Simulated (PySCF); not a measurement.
Level of theory: PySCF with PBE-D3(BJ)/def2-TZVP // PBE-D3(BJ)/def2-SVP. Gas-phase values, no solvent. 

Reference species: [Nb(Cl)3(F)2] (neutral, multiplicity 1).

| Item | Value |
|---|---|
| mean distance from the central atom to its bonded neighbours | 2.126 Å |
| LUMO | -4.51 eV |
| HOMO–LUMO gap | 4.10 eV |

Changed species: [Nb(Cl)4(F)] (1 of 5 Cl replaced by F; the reference has 2 of 5 Cl replaced by F).

### Question
Predict the effect on the mean distance from the central atom to its bonded neighbours, LUMO and HOMO–LUMO gap.

### Answer
the mean distance from the central atom to its bonded neighbours rises by 0.090 Å, to 2.216 Å; the LUMO decreases by 0.28 eV, to -4.79 eV; the HOMO–LUMO gap falls by 0.87 eV, to 3.23 eV.
